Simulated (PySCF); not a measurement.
Computed properties of 1-ethenoxypropa-1,2-diene (C5H6O), SMILES C=C=COC=C

1-ethenoxypropa-1,2-diene (C5H6O), SMILES C=C=COC=C. Coordinates come from a B3LYP-D3(BJ)/def2-SVP optimisation. The values are those of a single conformer. All values are computed for the isolated molecule unless a solvent is named; none is compared with measurement here.

**Structure.** All 30 harmonic modes at B3LYP-D3(BJ)/def2-SVP (PySCF) are real, so it is a minimum. With heavy atoms numbered as in [CH2:1]=[C:2]=[CH:3][O:4][CH:5]=[CH2:6], the shortest bond between them is C1–C2 at 1.308 Å and the longest C3–O4 at 1.375 Å.

**Vibrations.** The strongest infrared lines (harmonic, unscaled, degenerate partners summed) lie at 1251 cm⁻¹ (288 km/mol, C 43 %, O 29 %, H 28 %), 1701 cm⁻¹ (184 km/mol, C 85 %, H 14 %), 1479 cm⁻¹ (80 km/mol, H 51 %, C 47 %). The softest mode is at 60 cm⁻¹ and the zero-point energy is 58.7 kcal/mol.

**Electronic structure.** PBE0/def2-TZVP (PySCF) places the frontier levels at -6.63 and -0.31 eV, a gap of 6.32 eV, and gives a dipole moment of 0.64 D and a mean polarisability of 69.4 bohr³. PBE/def2-TZVP (PySCF) at the same geometry gives -5.49 and -1.36 eV, so its gap is 2.19 eV narrower. An orbital gap is neither the optical nor the fundamental gap.

**Excitations.** TDDFT-M06-2X/def2-SVPD (PySCF) has S1 at 4.84 eV (256 nm, f = 0.002, weak); the most intense of the 10 singlets computed lies at 6.30 eV (f = 0.38). T1 (TDA) is at 4.47 eV. TDDFT-PBE/def2-SVPD (PySCF) puts S1 at 4.24 eV. No vertical singlet excitation falls in the visible range (under 3.1 eV).

**NMR.** GIAO shifts at PBE0/pcSseg-1 (PySCF) (non-relativistic, atoms alike by connectivity averaged): ¹³C from 95.2 to 222.5 ppm against TMS; ¹H from 4.7 to 6.9 ppm against TMS.

**Solvation.** SMD-ωB97X/6-31G* (PySCF) gives 0.3 kcal/mol in water, -2.6 kcal/mol in n-hexane, -2.2 kcal/mol in dimethylsulfoxide (1 M in both phases, gas-phase geometry); of these solvents n-hexane holds the molecule best.
